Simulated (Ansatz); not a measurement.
Ansatz (a program for electronic structure) input file for C10H8S, SMILES s1c(-c2ccccc2)ccc1, r2SCAN-D4/def2-SVP. 

Ansatz 0.2 input:
```yaml
crystal:
  periodic: [false, false, false]
  atoms:
    - {symbol: C, position_ang: [0.09567646, -3.46770674, -0.00000000]}
    - {symbol: C, position_ang: [1.23142117, -2.67470448, 0.00000000]}
    - {symbol: C, position_ang: [1.11835526, -1.29890310, -0.00000000]}
    - {symbol: C, position_ang: [-0.13439872, -0.68179734, -0.00000000]}
    - {symbol: C, position_ang: [-0.24461162, 0.76319326, 0.00000000]}
    - {symbol: C, position_ang: [-1.36900291, 1.54513676, 0.00000000]}
    - {symbol: C, position_ang: [-1.09478973, 2.92674081, -0.00000001]}
    - {symbol: C, position_ang: [0.23589985, 3.19568164, 0.00000000]}
    - {symbol: S, position_ang: [1.18237896, 1.76477776, 0.00000000]}
    - {symbol: C, position_ang: [-1.27162151, -1.49383495, 0.00000000]}
    - {symbol: C, position_ang: [-1.15386258, -2.86972613, -0.00000000]}
    - {symbol: H, position_ang: [0.18320976, -4.54393280, 0.00000000]}
    - {symbol: H, position_ang: [2.21032048, -3.13132967, -0.00000001]}
    - {symbol: H, position_ang: [2.00814121, -0.68548095, -0.00000001]}
    - {symbol: H, position_ang: [-2.36963362, 1.15286184, 0.00000001]}
    - {symbol: H, position_ang: [-1.85689745, 3.68574457, 0.00000000]}
    - {symbol: H, position_ang: [0.72605694, 4.14892735, -0.00000000]}
    - {symbol: H, position_ang: [-2.25324096, -1.04629391, 0.00000000]}
    - {symbol: H, position_ang: [-2.04441367, -3.48141908, 0.00000000]}
basis:
  gaussian:
    orbitals: def2-SVP
hamiltonian:
  xc: r2scan
  dispersion: d4
relax: {f_tol: 0.002, max_steps: 200}
```

Output:

```
Functional definition: r2SCAN
integrals: 0.21 GiB planned
2249 factors; their error is unknown
mean field: 1.04 GiB planned
mean field evaluation 1: about -21298.2700 eV, gradient 8.3e1 eV
mean field evaluation 2: about -21265.9233 eV, gradient 1.4e2 eV
mean field evaluation 4: about -21316.5557 eV, gradient 2.1e1 eV
mean field evaluation 8: about -21317.7929 eV, gradient 4.2e-1 eV
mean field evaluation 16: about -21317.6613 eV, gradient 8.7e-3 eV
mean field -21317.66131496 eV, -783.4096036948 hartree, gradient 8.4e-5 eV, S^2 0.000000; 0 other end points of the search recorded, 0 dependent functions left out
the calculation of the forces begins
reference -21317.66132723 eV, -783.4096041459 hartree; 42, 42 occupied and 156, 156 virtual orbitals, 2249 factors
relax step   1: F+E_penalty+E_count = -21317.84186342 eV  Δ(F+E_penalty+E_count) = +0.000e0 eV  max|allowed force component| = 6.374e-1 eV/Å  Δτ_max = 0.0000 Å  (38 SCF iters, accepted)
these checks for a lower state are left out or cut short: starts, cluster_reference, orbital_swaps, neighbouring_geometries, increment
integrals: 0.21 GiB planned
2249 factors; their error is unknown
mean field: 1.04 GiB planned
mean field evaluation 32: about -21317.7479 eV, gradient 1.1e-5 eV
mean field -21317.74790775 eV, -783.4127859213 hartree, gradient 1.1e-5 eV, S^2 0.000000; 0 other end points of the search recorded, 0 dependent functions left out
the calculation of the forces begins
reference -21317.74792009 eV, -783.4127863749 hartree; 42, 42 occupied and 156, 156 virtual orbitals, 2249 factors
relax step   2: F+E_penalty+E_count = -21317.92722872 eV  Δ(F+E_penalty+E_count) = -8.537e-2 eV  max|allowed force component| = 1.823e-1 eV/Å  Δτ_max = 0.0503 Å  (37 SCF iters, accepted)
these checks for a lower state are left out or cut short: starts, cluster_reference, orbital_swaps, neighbouring_geometries, increment
integrals: 0.21 GiB planned
2249 factors; their error is unknown
mean field: 1.03 GiB planned
mean field -21317.75423073 eV, -783.4130182867 hartree, gradient 1.0e-5 eV, S^2 0.000000; 0 other end points of the search recorded, 0 dependent functions left out
the calculation of the forces begins
reference -21317.75424310 eV, -783.4130187411 hartree; 42, 42 occupied and 156, 156 virtual orbitals, 2249 factors
relax step   3: F+E_penalty+E_count = -21317.93324215 eV  Δ(F+E_penalty+E_count) = -6.013e-3 eV  max|allowed force component| = 2.669e-2 eV/Å  Δτ_max = 0.0150 Å  (37 SCF iters, accepted)
these checks for a lower state are left out or cut short: starts, cluster_reference, orbital_swaps, neighbouring_geometries, increment
integrals: 0.21 GiB planned
2249 factors; their error is unknown
mean field: 1.03 GiB planned
mean field -21317.75431868 eV, -783.4130215186 hartree, gradient 1.0e-5 eV, S^2 0.000000; 0 other end points of the search recorded, 0 dependent functions left out
the calculation of the forces begins
reference -21317.75433105 eV, -783.4130219730 hartree; 42, 42 occupied and 156, 156 virtual orbitals, 2249 factors
relax step   4: F+E_penalty+E_count = -21317.93331465 eV  Δ(F+E_penalty+E_count) = -7.250e-5 eV  max|allowed force component| = 1.472e-2 eV/Å  Δτ_max = 0.0017 Å  (38 SCF iters, accepted)
these checks for a lower state are left out or cut short: starts, cluster_reference, orbital_swaps, neighbouring_geometries, increment
integrals: 0.21 GiB planned
2249 factors; their error is unknown
mean field: 1.04 GiB planned
mean field -21317.75433040 eV, -783.4130219493 hartree, gradient 1.0e-5 eV, S^2 0.000000; 0 other end points of the search recorded, 0 dependent functions left out
the calculation of the forces begins
reference -21317.75434276 eV, -783.4130224037 hartree; 42, 42 occupied and 156, 156 virtual orbitals, 2249 factors
relax step   5: F+E_penalty+E_count = -21317.93334179 eV  Δ(F+E_penalty+E_count) = -2.714e-5 eV  max|allowed force component| = 4.024e-3 eV/Å  Δτ_max = 0.0016 Å  (37 SCF iters, accepted)
these checks for a lower state are left out or cut short: starts, cluster_reference, orbital_swaps, neighbouring_geometries, increment
integrals: 0.21 GiB planned
2249 factors; their error is unknown
mean field: 1.03 GiB planned
mean field evaluation 64: about -21317.7543 eV, gradient 1.0e-5 eV
mean field -21317.75433555 eV, -783.4130221387 hartree, gradient 1.0e-5 eV, S^2 0.000000; 0 other end points of the search recorded, 0 dependent functions left out
the calculation of the forces begins
reference -21317.75434792 eV, -783.4130225930 hartree; 42, 42 occupied and 156, 156 virtual orbitals, 2249 factors
relax step   6: F+E_penalty+E_count = -21317.93334270 eV  Δ(F+E_penalty+E_count) = -9.136e-7 eV  max|allowed force component| = 7.194e-4 eV/Å  Δτ_max = 0.0003 Å  (38 SCF iters, accepted)
integrals: 0.21 GiB planned
2249 factors; their error is unknown
mean field: 1.03 GiB planned
mean field evaluation 96: about -21317.7543 eV, gradient 1.9e-5 eV
mean field -21317.75433555 eV, -783.4130221387 hartree, gradient 1.0e-5 eV, S^2 0.000000; 1 other end points of the search recorded, 0 dependent functions left out
the calculation of the forces begins
reference -21317.75434792 eV, -783.4130225930 hartree; 42, 42 occupied and 156, 156 virtual orbitals, 2249 factors
Total energy: -21317.93335506 eV, -783.4196009844 hartree
Atom 0 at     0.092856    -3.502975    -0.000000 Å, force     0.000061     0.000009    -0.000000 eV/Å
Atom 1 at     1.244036    -2.709678    -0.000000 Å, force     0.000105    -0.000364    -0.000000 eV/Å
Atom 2 at     1.142043    -1.318981    -0.000000 Å, force    -0.000264    -0.000389    -0.000000 eV/Å
Atom 3 at    -0.115158    -0.680780    -0.000000 Å, force    -0.000334     0.000456     0.000000 eV/Å
Atom 4 at    -0.234557     0.778432     0.000000 Å, force    -0.000627    -0.000271     0.000000 eV/Å
Atom 5 at    -1.378810     1.561205     0.000000 Å, force     0.000371     0.000109    -0.000000 eV/Å
Atom 6 at    -1.113693     2.955737    -0.000000 Å, force    -0.000152    -0.000371    -0.000000 eV/Å
Atom 7 at     0.233009     3.238267    -0.000000 Å, force     0.000180     0.000226     0.000000 eV/Å
Atom 8 at     1.179532     1.801340     0.000000 Å, force    -0.000154     0.000719    -0.000000 eV/Å
Atom 9 at    -1.267005    -1.495236    -0.000000 Å, force    -0.000018     0.000256    -0.000000 eV/Å
Atom 10 at    -1.162232    -2.885206    -0.000000 Å, force     0.000072    -0.000082     0.000000 eV/Å
Atom 11 at     0.172451    -4.593633     0.000000 Å, force    -0.000009     0.000079     0.000000 eV/Å
Atom 12 at     2.233100    -3.176987    -0.000000 Å, force     0.000035     0.000123     0.000000 eV/Å
Atom 13 at     2.055395    -0.715995    -0.000000 Å, force     0.000225     0.000094    -0.000000 eV/Å
Atom 14 at    -2.386472     1.142574     0.000000 Å, force    -0.000301    -0.000319    -0.000000 eV/Å
Atom 15 at    -1.888152     3.725489    -0.000000 Å, force     0.000434    -0.000185     0.000000 eV/Å
Atom 16 at     0.722619     4.212166    -0.000000 Å, force     0.000089    -0.000123     0.000000 eV/Å
Atom 17 at    -2.257980    -1.035011     0.000000 Å, force     0.000488     0.000150    -0.000000 eV/Å
Atom 18 at    -2.071996    -3.492793     0.000000 Å, force    -0.000201    -0.000116     0.000000 eV/Å
Dipole moment:    -0.104365     0.024762    -0.000000 e Å
```

The calculation finished and met its thresholds.
